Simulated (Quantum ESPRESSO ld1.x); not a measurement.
Problem. The mean radii <r> (bohr) of the occupied orbitals of an atom or ion are listed with their occupations. Calculated with ld1.x of Quantum ESPRESSO 7.5: scalar-relativistic Kohn-Sham, LDA (Slater exchange, Perdew-Zunger correlation), spin-polarised, spherical densities, point nucleus, Latter tail correction.

orbital  occ.      <r>
1s down     1  0.07320
1s up       1  0.07320
2s up       1   0.3446
2s down     1   0.3445
2p up       3   0.3082
2p down     3   0.3081
3s up       1    1.076
3s down     1    1.077
3p up       3    1.169
3p down     3    1.170
4s up       1    3.935
4s down     1    4.050
3d up       1    1.869

Name the element and its charge. Open shells, if any, are filled with parallel spins first.

Solution. Z = 21, scandium, charge 0: Sc in [Ar] 3d1 4s2. The 1s radius gives Z: for a bare nucleus <r> = (2 gamma + 1)/(2Z) with gamma = sqrt(1 - (Z/c)^2), 0.07087 bohr for Z = 21, and screening makes it slightly larger (0.07320 here). The occupations add up to 21, and the charge is Z minus that.
